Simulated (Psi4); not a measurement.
Pair of molecules: CHN (SMILES C#N) (first 3 atoms) with C2H6 (SMILES CC); geometry from B3LYP-D3(BJ)/def2-TZVP, rigid monomers moved along the line of their centres of mass till C1···C4 is 6.29 Å.
(charge 0, multiplicity 1):
```xyz
11

C     -0.65062     0.13230     0.32227
N      0.47093     0.11115     0.08739
H     -1.69294     0.15184     0.54699
C     -0.59833    -0.09314     6.61070
C      0.92576    -0.12661     6.67088
H     -0.99093    -0.94912     6.05669
H     -0.95466     0.81637     6.12122
H     -1.04006    -0.12050     7.60884
H      1.28047    -1.03357     7.16425
H      1.31670     0.72680     7.22828
H      1.36168    -0.09930     5.67140
```

Level of theory: SAPT0/jun-cc-pV(D+d)Z (Psi4).

### Question
Give the four SAPT terms and the total, and say what mostly holds the pair together.

### Answer
electrostatics -0.7, exchange 0.0, induction -0.2, dispersion -1.5, total -2.4 meV; the largest attraction is dispersion.
